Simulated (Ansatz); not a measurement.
Born–Oppenheimer molecular dynamics of ClGaH5N (8 atoms, charge 0, multiplicity 1). It starts at the highest image of a converged band, a first-order saddle point between two minima.

Theory: RHF/def2-SVP in Ansatz 0.2.0.

* ensemble: NVE (velocity Verlet)
* time step: 0.5 fs
* steps asked: 200
* starting velocities drawn for: 100 K
* seed: 5002

First frame:

```xyz
8
Properties=species:S:1:pos:R:3
Ga 0.094 -0.440 -0.204
Cl -0.261 0.075 2.618
H 1.499 0.178 -0.493
H -1.287 -0.033 -0.808
N 0.112 -2.084 0.772
H -0.648 -2.729 0.639
H 0.972 -2.606 0.812
H -0.093 -1.177 2.009
```

Problem. How far do the bonds stretch over the last three quarters of this one trajectory? (Pairs bonded in most of those frames.)

Solution. 
| bond | mean (Å) | spread (Å) | shortest | longest |
| --- | --- | --- | --- | --- |
| Ga1–H3 | 1.566 | 0.014 | 1.54 | 1.59 |
| Ga1–H4 | 1.566 | 0.008 | 1.55 | 1.58 |
| Ga1–N5 | 1.851 | 0.020 | 1.83 | 1.88 |
| Cl2–H8 | 1.289 | 0.016 | 1.26 | 1.33 |
| N5–H6 | 1.004 | 0.003 | 1.00 | 1.01 |
| N5–H7 | 1.004 | 0.003 | 1.00 | 1.01 |

Mean temperature of the second half: 184 K. The conserved energy stayed within 0.016 meV per atom of its start (net change 0.01 meV per atom), so the integration is sound. The kinetic energy rose, since the run started high on the potential surface and went downhill. It ends in pieces (ClH + GaH4N), so much of that is their flight and rotation, not heat. A run of 0.1 ps of so small a system gives no equilibrium averages. The orbitals stay closed-shell, which can raise the energy where a bond breaks towards radicals; this wasn't checked here.

Time of the run: 5.6 min on 1 thread of Arm Neoverse V1, on a shared host, peak memory 0.17 GiB.
